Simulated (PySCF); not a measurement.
C3H8N2Si, SMILES C[Si@]1(N)C=NC1. Geometry: PBE0-D3(BJ)/def2-SVP. The structure was generated by enumeration; whether it is a known compound was not checked. Other conformers were not sampled.

**Question.** Give the equilibrium geometry at PBE0-D3(BJ)/def2-SVP (PySCF confirms it by a frequency run) as bond lengths and angles. (An estimate is asked for; the answer gives what the named calculation found.)

**Answer.** One answer among several that fit: 
Atoms: C1 Si2 N3 C4 N5 C6 H7 H8 H9 H10 H11 H12 H13 H14. Bond lengths (Å): C1–Si2 1.872, C1–H7 1.100, C1–H8 1.101, C1–H9 1.102, Si2–N3 1.720, Si2–C4 1.896, Si2–C6 1.910, N3–H10 1.012, N3–H11 1.012, C4–N5 1.287, C4–H12 1.101, N5–C6 1.484, C6–H13 1.103, C6–H14 1.103. Bond angles (°): Si2–C1–H7 110.4, Si2–C1–H8 110.8, Si2–C1–H9 111.2, H7–C1–H8 108.3, H7–C1–H9 107.9, H8–C1–H9 108.2, C1–Si2–N3 107.2, C1–Si2–C4 114.2, C1–Si2–C6 116.8, N3–Si2–C4 124.5, N3–Si2–C6 120.2, C4–Si2–C6 70.6, Si2–N3–H10 122.7, Si2–N3–H11 122.1, H10–N3–H11 112.0, Si2–C4–N5 95.4, Si2–C4–H12 144.1, N5–C4–H12 120.2, C4–N5–C6 104.8, Si2–C6–N5 88.7, Si2–C6–H13 120.6, Si2–C6–H14 117.1, N5–C6–H13 111.9, N5–C6–H14 110.1, H13–C6–H14 106.9.
